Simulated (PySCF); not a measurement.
CH5GaSe2, SMILES [SeH][Ga]([SeH])[CH3].

Geometry optimised at ωB97X-D3(BJ)/def2-SVP. Other conformers were not sampled.

Two levels are set side by side: TDA-PBE/def2-SVPD (PySCF) and TDA-ωB97X/def2-SVPD (PySCF). Vertical, same geometry. The lowest singlet is HOMO→LUMO+1 100 % with PBE and HOMO→LUMO+2 79 % with the other functional; states are paired by order. Differences are taken from unrounded values.

```json
[
 {"quantity": "lowest singlet excitation (eV)", "TDA-ωB97X": "5.47"},
 {"quantity": "lowest triplet excitation (TDA) (eV)", "TDA-ωB97X": "4.99"},
 {"quantity": "first bright state (f over 0.05) (eV)", "TDA-ωB97X": "5.61"},
 {"quantity": "its oscillator strength", "TDA-ωB97X": "0.09"}
]
```

Question: What does TDA-PBE give, and how far is it from TDA-ωB97X? (The exact figures need the calculation; the answer reports its results.)

Answer: 
| quantity | TDA-PBE | TDA-PBE minus TDA-ωB97X |
|---|---|---|
| lowest singlet excitation (eV) | 4.57 | -0.90 |
| lowest triplet excitation (TDA) (eV) | 4.07 | -0.92 |
| first bright state (f over 0.05) (eV) | 4.73 | -0.88 |
| its oscillator strength | 0.08 | -0.01 |

A lower first singlet is the usual sign of a functional without exact exchange. Differences between two approximate levels are no errors against the true value.

Rough cost on one machine, each run with all the roots and properties that it gave: TDA-ωB97X against TDA-PBE about 5 times.
